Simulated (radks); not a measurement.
The numbers below are computed, except where a source is named.
Task: Coherent X-ray form factor from a spherical all-electron density. Level of theory: scalar-relativistic Kohn-Sham, PBE, spin-polarised, spherical densities, finite nucleus; Fermi nuclear charge, rms radius of each element as measured or else 0.836 A^(1/3) + 0.57 fm (a radial shooting solver on a logarithmic mesh with Libxc functionals).

sin(theta)/lambda (1/angstrom),f0 (electrons)
0.05,40.525
0.1,39.185
0.15,37.199
0.2,34.843
0.25,32.377
0.3,29.994
0.4,25.880
0.5,22.758
0.6,20.409
0.8,16.891
1,13.948
1.25,10.816
1.5,8.513
2,6.095

The species is in the configuration that NIST lists as its ground one. Which atom or ion scatters so?

Result: The ruthenium ion Ru3+, [Kr] 4d5. Extrapolating in s^2 from the first two rows gives f0(0) = 41.0, near the electron count 41; among species with that count, the fall with angle is slower the higher Z, and the table is that of Z = 44; from so few rows the species is fixed only to a neighbour or two.
